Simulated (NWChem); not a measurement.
Molecule: C₃H₉Al; SMILES [CH3][Al]([CH3])[CH3]

Results from NWChem. Pople sets run with spherical d functions. Each level has its own optimisation; frequencies are unscaled.

```json
[
 {"level": "B3LYP/STO-3G", "basis functions": "33", "r Al–C (Å)": "1.916", "highest harmonic frequency (cm⁻¹)": "3457", "lowest (cm⁻¹)": "22", "zero-point energy (kcal/mol)": "76.3"},
 {"level": "B3LYP/3-21G", "basis functions": "58", "r Al–C (Å)": "___", "highest harmonic frequency (cm⁻¹)": "3105", "lowest (cm⁻¹)": "31", "zero-point energy (kcal/mol)": "___"},
 {"level": "B3LYP/6-31G*", "basis functions": "78", "r Al–C (Å)": "1.976", "highest harmonic frequency (cm⁻¹)": "3108", "lowest (cm⁻¹)": "25", "zero-point energy (kcal/mol)": "67.0"},
 {"level": "B3LYP/6-31+G*", "basis functions": "94", "r Al–C (Å)": "1.977", "highest harmonic frequency (cm⁻¹)": "3099", "lowest (cm⁻¹)": "33", "zero-point energy (kcal/mol)": "66.7"}
]
```

Problem. What belongs in the gaps?

Solution. 
- B3LYP/3-21G, r Al–C (Å): 1.993
- B3LYP/3-21G, zero-point energy (kcal/mol): 68.1
